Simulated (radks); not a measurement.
Question: Radial electron density D(r) = 4 pi r^2 rho(r) of an atom or ion with 15 electrons. Calculated with a radial shooting solver on a logarithmic mesh with Libxc functionals: scalar-relativistic Kohn-Sham, r2SCAN, spin-polarised, spherical densities, finite nucleus; meta-GGA in the generalised Kohn-Sham scheme; Fermi nuclear charge, rms radius of each element as measured or else 0.836 A^(1/3) + 0.57 fm.

r (bohr)  D(r) (e/bohr)  spin D(r)
0.003852          1.383   0.000113
0.004858          2.086   0.000186
0.006078          3.068   0.000313
0.007665          4.506   0.000556
0.009666          6.494    0.00104
0.01209           9.036    0.00197
0.01525           12.35    0.00400
0.01908           16.13    0.00813
0.02406           20.31     0.0171
0.0301            24.04     0.0350
0.03796           26.74     0.0720
0.0475            27.46      0.140
0.0599            25.96      0.264
0.07494           23.13      0.456
0.0945            20.73      0.736
0.1182            21.03       1.04
0.1491            24.51       1.27
0.188             28.64       1.20
0.2352            29.05      0.759
0.2967            23.52      0.142
0.3712            14.98     0.0265
0.4681            8.456       1.05
0.5856            6.998       2.88
0.7385            7.603       4.22
0.9239            6.380       3.74
1.165             3.337       2.01
1.458             1.043      0.650
1.838            0.1622      0.105
2.3             0.01261    0.00863
2.9           0.0003462   0.000253

What is the nuclear charge?

Answer: Z = 23. The innermost maximum, from 1s, lies near gamma/Z bohr with gamma = sqrt(1 - (Z/c)^2) = 0.986, here 0.0429 bohr (found: 0.0456), and its height grows with Z. The density is that of the vanadium ion V8+ in [Ne] 3s2 3p3; the configuration itself is not fixed sharply by these data, and Z only to about a unit. D(r) has 3 maxima, at r = 0.0456, 0.215, 0.739 bohr, and minima at 0.104, 0.567 bohr, inside which lie 2.14, 10.44 electrons.
